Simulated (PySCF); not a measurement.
Al(F)(H)(SeH) (AlFH2Se), SMILES [F][AlH][SeH]. Atoms are numbered in the order given.

```xyz
5

Al    -0.5393    -1.1631     0.0000
F      0.6825    -2.2753     0.0000
H     -2.0254    -1.6498     0.0000
Se     0.1229     1.0517     0.0000
H     -1.2836     1.4903     0.0000
```

Geometry: B3LYP-D3(BJ)/def2-TZVP. Other conformers were not sampled.

Vertical ionisation energy (IE) and electron affinity (EA) in eV. Rows of orbital energies are one-electron estimates. Where ΔSCF, EOM or ADC give a negative EA the extra electron is unbound and the value depends on the basis.

| level | IE | EA |
|---|---|---|
| −ε(HOMO), −ε(LUMO), PBE/def2-TZVPD (PySCF) | 6.54 | 1.88 |
| ADC(2)/aug-cc-pVDZ (PySCF) | 9.60 | -0.38 |

### Question
Beyond the first one, list the lowest photoelectron lines from ADC(2)/aug-cc-pVDZ in PySCF 2.14.0 with their pole strengths (two spins summed). (Estimate from the structure and the level; the computed values follow.)

### Answer
10.80 eV (1.83), 12.93 eV (1.77), 13.25 eV (1.80), 13.46 eV (1.73), 13.88 eV (1.78).
